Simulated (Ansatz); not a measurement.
`O[SiH2][Si](F)(Cl)Cl` + CH₃SH → `CS[Si](F)(Cl)Cl` + `O[SiH3]` at 400 K and 1 bar (cleavage of the Si–Si bond).

Gas-phase electronic energies from Ansatz, PBE0-D4/def2-TZVP geometries. CCSD(T)/CBS adds triple-zeta CCSD(T) − MP2 to the extrapolated MP2 energy (def2 sets, frozen cores). This one scheme is used for every species. Each species was taken in one conformer, which may not be the lowest.

| species | CCSD(T)/CBS energy (Eh) | H − E (kJ/mol) | S (J/(mol·K)) |
| --- | --- | --- | --- |
| `O[SiH2][Si](F)(Cl)Cl` | -1674.70305 | 141.6 | 449.4 |
| CH₃SH | -438.22835 | 138.7 | 269.4 |
| `CS[Si](F)(Cl)Cl` | -1746.26881 | 159.9 | 428.9 |
| `O[SiH3]` | -366.69042 | 120.0 | 276.4 |

H − E and S are ideal-gas, rigid-rotor, harmonic terms from PBE0-D4/def2-TZVP, for one conformer and one mirror image of each species. 1 Eh = 2625.50 kJ/mol, R = 8.31446 J/(mol·K).

By hand: ΔE, ΔH, ΔS and ΔG.

ΔE = (-1746.26881) + (-366.69042) − (-1674.70305) − (-438.22835) = -0.02783 Eh = -73.1 kJ/mol. Δ(H − E) = 159.9 + 120.0 − 141.6 − 138.7 = -0.4, so ΔH = -73.5 kJ/mol. ΔS = 428.9 + 276.4 − 449.4 − 269.4 = -13.5 J/(mol·K). ΔG = -73.5 − 400 × (-13.5)/1000 = -68.1 kJ/mol.

By hand: the equilibrium constant, and the temperature at which ΔG would vanish if ΔH and ΔS stayed fixed.

log₁₀ K = −ΔG/(RT ln 10) = 8.9. ΔG = 0 at ΔH/ΔS = 5444 K, far beyond where these terms or the molecules hold.

The number of gas molecules stays the same, so ΔS is small and ΔH decides. A doubt of 5 kJ/mol in ΔE shifts log₁₀ K by 0.7 here. Other conformers and mirror images would add mixing entropy, several J/(mol·K) or more a flexible species. Modes under 60 cm⁻¹, often nearly free rotors, make the harmonic entropy too high. These are equilibria of isolated gas molecules and say nothing of rates. Largest T1 diagnostic: 0.011 (customary marks: 0.02 for closed shells, 0.045 for open ones).
